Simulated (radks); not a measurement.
The numbers below are computed, except where a source is named.
Species: As-. Configuration: [Ar] 3d10 4s2 4p4. Code: a radial shooting solver on a logarithmic mesh with Libxc functionals. Model: non-relativistic Kohn-Sham, PBE, spin-unpolarised, spherical densities, point nucleus; hard spherical wall at 1.5 bohr.

Normalised radial functions P(r) = r R(r), r in bohr:

r	4p	4d
0.002107	0.0015	0.0000
0.002925	0.0029	0.0000
0.00406	0.0055	0.0000
0.005636	0.0103	0.0001
0.007824	0.0192	0.0003
0.01086	0.0352	0.0007
0.01508	0.0632	0.0018
0.02093	0.1105	0.0044
0.02906	0.1861	0.0108
0.04034	0.2972	0.0258
0.05644	0.4434	0.0601
0.07835	0.5841	0.1298
0.1088	0.6418	0.2603
0.151	0.4934	0.4738
0.2096	0.0509	0.7581
0.291	-0.5820	1.0166
0.4039	-1.0023	1.0403
0.5607	-0.6911	0.5704
0.7784	0.4267	-0.4402
1.081	1.3295	-1.2595
1.5	0.0000	0.0000

4p: eigenvalue 216.03 eV, 2 radial nodes at r = 0.216, 0.698 bohr, <r> = 0.892 bohr, 90 % of the charge inside 1.26 bohr. 4d (empty): eigenvalue 257.09 eV, 1 radial node at r = 0.685 bohr, <r> = 0.837 bohr, 90 % of the charge inside 1.25 bohr.
